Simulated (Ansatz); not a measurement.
Computed with Ansatz on PBE0-D4/def2-TZVP structures; ΔE is electronic, products minus reactants. CCSD(T)/CBS is the MP2 limit (def2-TZVPP, def2-QZVPP) plus CCSD(T) − MP2 in def2-TZVPP, frozen cores. This one scheme is used for every species. Functionals use def2-TZVPP. HSE06 is defined as in plane-wave codes. One conformer a species, not always the lowest.

Consider the silylene formation by 1,1-elimination: `C[SiH](S)S` → `SS` + `C[SiH]`.

```
         level  ΔE (kJ/mol)  difference from CCSD(T)/CBS
   LDA (SPW92)        425.3                         18.1
     revPBE-D4        394.9                        -12.3
       PBE0-D4        415.8                          8.6
    r2SCANh-D4        427.4                         20.2
      HSE06-D4        415.2                          8.0
          BLYP        354.7                        -52.5
        r2SCAN        422.1                         14.9
       r2SCANh        424.0                         16.8
       r2SCAN0        426.7                         19.5
 CCSD/def2-SVP        392.7                        -14.5
 HF/def2-TZVPP        385.9                        -21.3
 HF/def2-QZVPP        384.8                        -22.4
MP2/def2-QZVPP        432.5                         25.3
  HF/CBS(def2)        384.7                        -22.5
 MP2/CBS(def2)        435.3                         28.1
CCSD/CBS(def2)        402.6                         -4.6
   CCSD(T)/CBS        407.2                            0
```

Largest T1 diagnostic among the species: 0.012.

From PBE to PBE0 (25 % exact exchange), in def2-TZVPP and without D4, ΔE moves by +16.8 kJ/mol. Leaving LDA and LC-ωPBE aside and taking each functional with its dispersion term where it has one, the values, not all of them listed here, spread over 52.4 kJ/mol, from BLYP-D4 to r2SCAN0-D4. LDA lies +36.8 kJ/mol from PBE without D4.
